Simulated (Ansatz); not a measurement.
Geometry optimisation, Ansatz 0.2.0, RKS BLYP-D4/def2-SVP.

input.yaml

```yaml
crystal:
  periodic: [false, false, false]
  atoms:
    - { symbol: In, position_ang: [-0.7375, -0.0912, -0.9375] }
    - { symbol: H, position_ang: [0.954, 1.3366, -0.3855] }
    - { symbol: Cl, position_ang: [0.2289, -1.7922, -2.1219] }
    - { symbol: Cl, position_ang: [-2.833, 0.7854, -1.2213] }
    - { symbol: H, position_ang: [0.4081, -0.4364, 1.5562] }
    - { symbol: F, position_ang: [-0.7045, -0.804, 1.3138] }
    - { symbol: H, position_ang: [1.2478, 0.847, 0.4117] }
    - { symbol: F, position_ang: [1.4363, 0.1548, 1.3846] }
basis:
  gaussian: { orbitals: def2-SVP }
hamiltonian:
  xc: blyp
  dispersion: d4
relax:
  f_tol: 0.15
  max_steps: 25
  restrain:
    - { distance: [0, 5], at: 1.99, k: 30.0 }
    - { distance: [4, 7], at: 0.88, k: 30.0 }
    - { distance: [6, 1], at: 0.62, k: 30.0 }
    - { distance: [0, 1], at: 3.03, k: 30.0 }
    - { distance: [4, 5], at: 2.18, k: 30.0 }
    - { distance: [6, 7], at: 2.18, k: 30.0 }
```

Command:

```bash
$ ansatz run input.yaml --threads 2 --pin off --max-ram 3072MiB --backend cpu --events-out ev --progress --plain --runs-dir out
```

**Question.** Where does it end, and by what steps?

**Answer.** The run converged. The restraints hold the end off the free minimum. After 22 steps the energy has fallen by 0.689 eV (the restraints' own energy left out); H7 moved furthest, 0.99 Å. Joined: H2–H7 (0.98 → 0.71 Å), H5–F8 (1.20 → 0.93 Å).

| step | energy less start (eV) | largest force component (eV/Å) | accepted |
| --- | --- | --- | --- |
| 0 | 0.0000 | 1.911 | yes |
| 1 | -0.2192 | 2.107 | yes |
| 2 | 0.2483 | 7.774 | yes |
| 3 | -0.1986 | 3.264 | yes |
| 4 | -0.3188 | 2.600 | yes |
| 5 | -0.4358 | 0.586 | no |
| 6 | -0.3944 | 1.978 | yes |
| 7 | -0.4424 | 1.741 | yes |
| 8 | -0.4763 | 1.789 | yes |
| 9 | -0.5440 | 1.695 | yes |
| 10 | -0.6100 | 1.523 | yes |
| 11 | -0.6763 | 1.219 | yes |
| 12 | -0.7189 | 0.633 | no |
| 13 | -0.6849 | 1.277 | yes |
| 14 | -0.6761 | 1.453 | yes |
| 15 | -0.7020 | 1.365 | no |
| 16 | -0.6758 | 1.584 | yes |
| 17 | -0.6780 | 1.650 | yes |
| 18 | -0.6886 | 1.660 | yes |
| 19 | -0.6720 | 1.721 | no |
| 20 | -0.6824 | 1.649 | yes |
| 21 | -0.6862 | 1.696 | yes |
| 22 | -0.6891 | 1.728 | yes |

```xyz
8
Properties=species:S:1:pos:R:3
In -0.801 -0.634 -0.412
H 0.892 1.857 -0.761
Cl 0.438 -1.921 -1.952
Cl -2.109 1.249 -0.970
H 0.595 -0.549 1.865
F -1.269 -1.517 1.315
H 1.296 1.569 -0.257
F 0.959 -0.053 1.171
```

The run took 46 s on 2 threads of Intel(R) Xeon(R) Platinum 8488C (Sapphire Rapids), with other jobs on the host, peak memory 0.17 GiB.
